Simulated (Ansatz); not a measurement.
Correlation energies of CH5GaSe (`[CH3][GaH][SeH]`) by basis set

```xyz
8

C     0.366    0.802   -0.782
Ga   -0.404   -0.879   -0.131
Se   -0.562   -1.277    2.161
H     1.067    0.610   -1.597
H     0.879    1.346    0.011
H    -0.432    1.437   -1.177
H    -0.966   -2.046   -1.010
H     0.052    0.007    2.523
```

The species carries charge 0 and has multiplicity 1. Correlated methods include outer-core shells of Ga, Se, which these sets cover unevenly. Scalar relativity is left out up to krypton. The structure was optimised at the PBE0-D4/def2-TZVP level. It is one conformer, not always the lowest. Frozen core, restricted reference, Ansatz.

```
     basis      HF (Eh)  MP2 corr.
  def2-SVP  -4363.33583   -0.60038
def2-TZVPP  -4363.92696   -0.68662
def2-QZVPP  -4364.01644   -1.24915
```

Question: Estimate the CCSD correlation energy and the (T) correction in each basis where they were run (hartree).

Answer: 
| basis | CCSD corr. | (T) |
| --- | --- | --- |
| def2-SVP | -0.61923 | -0.01841 |
| def2-TZVPP | -0.70865 | -0.02751 |
